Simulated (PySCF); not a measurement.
Mapped SMILES: `[CH3:1][c:2]1[cH:3][cH:4][c:5]([SH:6])[cH:7][cH:8]1`. Hydrogens are named by the atom that carries them.

Geometry: PBE0-D3(BJ)/def2-SVP; GIAO absolute shieldings from PySCF 2.14, gas phase, non-relativistic, averaged over equivalent atoms.

At mPW1PW91/pcSseg-1 (183 basis functions, 19 s wall time on 1 thread of an x86-64 server CPU, shared host):
| atoms | σ (ppm) |
| --- | --- |
| C5 | 44.4 |
| C2 | 45.7 |
| C3/C8 | 48.4 |
| C4/C7 | 52.7 |
| C1 | 161.0 |
| S6 | 498.6 |
| H(C3)/H(C8) | 24.23 |
| H(C4)/H(C7) | 24.32 |
| H(S6) | 27.90 |
| H(C1) | 29.05 |

Q: Predict the values at PBE0/pcSseg-1 on the same geometry.

A: 
| atoms | σ at PBE0/pcSseg-1 | change |
| --- | --- | --- |
| C5 | 45.4 | +1.0 |
| C2 | 46.7 | +1.0 |
| C3/C8 | 49.3 | +0.9 |
| C4/C7 | 53.6 | +0.9 |
| C1 | 161.9 | +0.9 |
| S6 | 502.8 | +4.2 |
| H(C3)/H(C8) | 24.17 | -0.06 |
| H(C4)/H(C7) | 24.25 | -0.07 |
| H(S6) | 27.82 | -0.08 |
| H(C1) | 29.00 | -0.05 |

The largest change is at S6 (thiol sulfur). Cost: 183 basis functions, 26 s wall time on 1 thread of an x86-64 server CPU, shared host. The order of the carbon signals is the same at both levels.
